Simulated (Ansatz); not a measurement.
Molecule: SbH₂, charge 0, multiplicity 2. 
Geometry from a B3LYP-D3(BJ)/def2-TZVP (Ansatz, a program for electronic structure) optimisation:
```
Sb
H 1 1.7178
H 1 1.7178 2 90.34
```
Charge 0, spin multiplicity 2.

Basis-set convergence of Hartree-Fock and MP2 correlation energies (hartree) with Ansatz. Cores are frozen in the correlated levels unless marked. UHF or UKS for open shells. No spin-orbit coupling. Frozen are the shells of the preceding noble gas and the d and f shells that filled before the atom's block. In def2 rows, elements after Kr have scalar-relativistic effective core potentials.

```tsv
basis	functions	E(HF)	E(corr, MP2)
def2-SVPD	48	-240.39473	-0.09096
def2-TZVPPD	90	-240.40413	-0.11222
def2-QZVPPD	154	-240.40577	-0.12113
```

Extrapolating the two largest sets (X = 3 and 4) as X^-3: E(corr) = (64·(-0.12113) - 27·(-0.11222))/37 = -0.1276 Eh, an estimate of the basis-set limit. The largest set recovers 94.9 % of it, the smallest 71.3 %.
